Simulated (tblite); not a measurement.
Compound: C14H14O.
Numbering: `[CH3:1][O:2][c:3]1[cH:4][cH:5][c:6]([CH2:7][c:8]2[cH:9][cH:10][cH:11][cH:12][cH:13]2)[cH:14][cH:15]1` (hydrogens: H16, H17, H18 on C1; H19 on C4; H20 on C5; H21, H22 on C7; H23 on C9; H24 on C10; H25 on C11; H26 on C12; H27 on C13; H28 on C14; H29 on C15)

Structure optimised with GFN2-xTB, isolated species.

Problem. List the bond lengths, angles and torsions at this level.

Solution. 
```json
{"bond": "C1–O2", "length (Å)": "1.406"}
{"bond": "O2–C3", "length (Å)": "1.364"}
{"bond": "C3–C4, C3–C15", "length (Å)": "1.392"}
{"bond": "C4–C5, C14–C15", "length (Å)": "1.381"}
{"bond": "C5–C6, C6–C14", "length (Å)": "1.388"}
{"bond": "C6–C7", "length (Å)": "1.507"}
{"bond": "C7–C8", "length (Å)": "1.506"}
{"bond": "C8–C9, C8–C13", "length (Å)": "1.389"}
{"bond": "C9–C10, C12–C13", "length (Å)": "1.383"}
{"bond": "C10–C11, C11–C12", "length (Å)": "1.384"}
{"bond": "C1–H16, C1–H17, C1–H18", "length (Å)": "1.093"}
{"bond": "C4–H19, C15–H29", "length (Å)": "1.079"}
{"bond": "C5–H20, C14–H28", "length (Å)": "1.081"}
{"bond": "C7–H21, C7–H22", "length (Å)": "1.093"}
{"bond": "C9–H23, C13–H27", "length (Å)": "1.081"}
{"bond": "C10–H24, C12–H26", "length (Å)": "1.080"}
{"bond": "C11–H25", "length (Å)": "1.080"}
```

Bonds in one row agree within 0.01 Å and their mean is given. A selection of angles:
```json
{"angle": "C1–O2–C3", "degrees": "118.5"}
{"angle": "O2–C3–C4", "degrees": "125.1"}
{"angle": "O2–C3–C15", "degrees": "115.9"}
{"angle": "C4–C3–C15", "degrees": "119.0"}
{"angle": "C3–C4–C5", "degrees": "119.9"}
{"angle": "C4–C5–C6", "degrees": "121.4"}
{"angle": "C5–C6–C7", "degrees": "120.2"}
{"angle": "C5–C6–C14", "degrees": "118.3"}
{"angle": "C7–C6–C14", "degrees": "121.5"}
{"angle": "C6–C7–C8", "degrees": "110.1"}
{"angle": "C7–C8–C9", "degrees": "121.4"}
{"angle": "C7–C8–C13", "degrees": "119.7"}
{"angle": "C9–C8–C13", "degrees": "118.9"}
{"angle": "C8–C9–C10", "degrees": "120.6"}
{"angle": "C9–C10–C11", "degrees": "120.1"}
{"angle": "C10–C11–C12", "degrees": "119.7"}
```

Torsions: C1–O2–C3–C4 0° (synperiplanar); C5–C6–C7–C8 -63° (synclinal); C6–C7–C8–C9 116° (anticlinal). The mirror-image conformer, all signs reversed, is as good.

Of the pairs four or more bonds apart, C1···H19 is among the closest relative to their van der Waals radii: 2.56 Å, 88 % of the sum of Bondi's values. The 6-membered ring C8–C9–C10–C11–C12–C13 has internal angles of 118.9° to 120.6° (sum 720°, against 720° for a flat polygon); it is planar, 0.00 Å rms from its mean plane, widest ring torsion 0°. The 6-membered ring C3–C4–C5–C6–C14–C15 has internal angles of 118.3° to 121.4° (sum 720°, against 720° for a flat polygon); it is planar, 0.00 Å rms from its mean plane, widest ring torsion 0°. The 2 C–O bonds span 1.364 Å (O2–C3, drawn single) to 1.406 Å (C1–O2, drawn single), a spread of 0.042 Å. The 14 C–C bonds span 1.379 Å (C14–C15, aromatic) to 1.507 Å (C6–C7, drawn single), a spread of 0.128 Å.

Point group: C1 (no symmetry element, even within 0.4 Å). Its lowest GFN2-xTB frequency is 11 cm⁻¹, too small to tell a flat minimum from a shallow saddle. The numbers are those of one conformer. 2 starts were optimised and ended at 0.00 and 0.19 kcal/mol (GFN2-xTB); the lowest of these is shown.

On Intel Xeon at 2.50 GHz, 2 threads, no GPU (shared host), this took 2.9 s wall, 5.4 s CPU. That covers the optimisation of the geometry.

The numbers are calculated, not measured.
